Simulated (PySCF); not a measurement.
C₂H₆S₂Te, SMILES S(C)[Te]SC.

Geometry optimised at B3LYP-D3(BJ)/def2-SVP. The def2 effective core potentials stand for the cores of Te; spin–orbit coupling is left out. Other conformers were not sampled.

Two levels are set side by side: TDDFT-PBE/def2-SVPD (PySCF) and TDDFT-B3LYP/def2-SVPD (PySCF). Vertical, same geometry. The lowest singlet is HOMO→LUMO 98 % with PBE and HOMO→LUMO 100 % with the other functional; states are paired by order. Differences are taken from unrounded values.

```
quantity                               TDDFT-PBE
-------------------------------------  ---------
lowest singlet excitation (eV)              3.21
lowest triplet excitation (TDA) (eV)        2.61
first bright state (f over 0.05) (eV)       4.18
its oscillator strength                     0.07
```

Task: These are the TDDFT-PBE values. What does TDDFT-B3LYP give? (Estimate from the structure and the level; the computed values follow.)

Result: 
```
quantity                               TDDFT-B3LYP  TDDFT-PBE minus TDDFT-B3LYP
-------------------------------------  -----------  ---------------------------
lowest singlet excitation (eV)                3.35                        -0.13
lowest triplet excitation (TDA) (eV)          2.72                        -0.10
first bright state (f over 0.05) (eV)         4.61                        -0.43
its oscillator strength                       0.09                        -0.02
```

A lower first singlet is the usual sign of a functional without exact exchange. Differences between two approximate levels are no errors against the true value.

Rough cost on one machine, each run with all the roots and properties that it gave: TDDFT-B3LYP against TDDFT-PBE about 4 times.
